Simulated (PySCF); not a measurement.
ClCu, singlet, geometry from GFN2-xTB (such geometries of metal compounds can be far from the true shape) (in this run its highest filled SCF level lies above zero, so its values depend strongly on the basis, on diffuse functions most of all), with bond 1-2 at 2.0 times its length; PySCF with CAMB3LYP/STO-3G.

Here is a job for PySCF.
```python
from pyscf import gto, scf, dft

mol = gto.M(
    atom='''
Cu    0.00000000    0.00000000   -2.80836752
Cl    0.00000000    0.00000000    1.29274060
''',
    basis='sto-3g',
    verbose=4,
)

mf = dft.RKS(mol)
mf.xc = 'camb3lyp'
mf = mf.newton()
mf.kernel()
mf.analyze()
```

Question: Predict the main parts of the log of this PySCF run.

Answer: 
```
PySCF version 2.14.0

[INPUT] verbose = 4
[INPUT] num. atoms = 2
[INPUT] num. electrons = 46
[INPUT] charge = 0
[INPUT] spin (= nelec alpha-beta = 2S) = 0
[INPUT] symmetry False subgroup None
[INPUT] Mole.unit = angstrom
[INPUT] Symbol           X                Y                Z      unit          X                Y                Z       unit  Magmom
[...]
nuclear repulsion = 63.6131399977721
number of shells = 13
number of NR pGTOs = 81
number of NR cGTOs = 27
basis = sto-3g
ecp = {}

******** <class 'pyscf.soscf.newton_ah.SecondOrderRKS'> ********
method = SecondOrderRKS
initial guess = minao
damping factor = 0
level_shift factor = 0
DIIS = <class 'pyscf.scf.diis.CDIIS'>
diis_start_cycle = 1
diis_space = 8
diis_damp = 0
SCF conv_tol = 1e-09
SCF conv_tol_grad = None
SCF max_cycles = 50
direct_scf = True
direct_scf_tol = 1e-13
XC library pyscf.dft.libxc version 7.1.2
    S. Lehtola, C. Steigemann, M. J. T. Oliveira, and M. A. L. Marques,  SoftwareX 7, 1–5 (2018)
XC functionals = camb3lyp
    T. Yanai, D. P. Tew, and N. C. Handy,  Chem. Phys. Lett. 393, 51 (2004)
radial grids:
    Treutler-Ahlrichs [JCP 102, 346 (1995); DOI:10.1063/1.469408] (M4) radial grids

becke partition: Becke, JCP 88, 2547 (1988); DOI:10.1063/1.454033
pruning grids: <function nwchem_prune>
grids dens level: 3
symmetrized grids: False
atomic radii adjust function: <function treutler_atomic_radii_adjust>
small_rho_cutoff = 0
******** <class 'pyscf.dft.rks.RKS'> Newton solver flags ********
SCF tol = 1e-09
conv_tol_grad = None
max. SCF cycles = 50
direct_scf = True
direct_scf_tol = 1e-13
max_cycle_inner = 12
max_stepsize = 0.05
ah_start_tol = 1e+09
ah_level_shift = 0
ah_conv_tol = 1e-12
ah_lindep = 1e-14
ah_start_cycle = 1
ah_max_cycle = 40
ah_grad_trust_region = 2.5
kf_interval = 4
kf_trust_region = 5
canonicalization = True
Set conv_tol_grad to 3.16228e-05
Initial guess from minao.
tot grids = 39520

WARN: HOMO 0.161976279154265 == LUMO 0.162013490309442

Initial guess E= -2065.22992949136  |g|= 0.0190901
macro= 0  E= -2065.22997220801  delta_E= -4.27167e-05  |g|= 4.132e-05  2 KF 6 JK
macro= 1  E= -2065.22997220801  delta_E= 4.54747e-13  |g|= 2.07982e-07  1 KF 2 JK
Canonicalize SCF orbitals
macro X = 2  E=-2065.22997220801  |g|= 2.07982e-07  total 4 KF 11 JK

WARN: HOMO 0.027632418986372545 > LUMO -4.524276789204321 was found in the canonicalized orbitals.

converged SCF energy = -2065.22997220801
**** SCF Summaries ****
Total Energy =                       -2065.229972208011986
Nuclear Repulsion Energy =              63.613139997772123
One-electron Energy =                -2881.177790065200952
Two-electron Energy =                  752.334677859416843
Two-electron Coulomb Energy =          841.301074863808253
DFT Exchange-Correlation Energy =      -88.966397004391411
HOMO-LUMO gap [eV] =                     0.001012567107771
**** MO energy ****
[...]
 ** Mulliken pop on meta-lowdin orthogonal AOs  **
 ** Mulliken pop  **
[...]
 ** Mulliken atomic charges  **
charge of    0Cu =      1.00000
charge of    1Cl =     -1.00000
Dipole moment(X, Y, Z, Debye):  0.00000, -0.00000, -19.66373
```
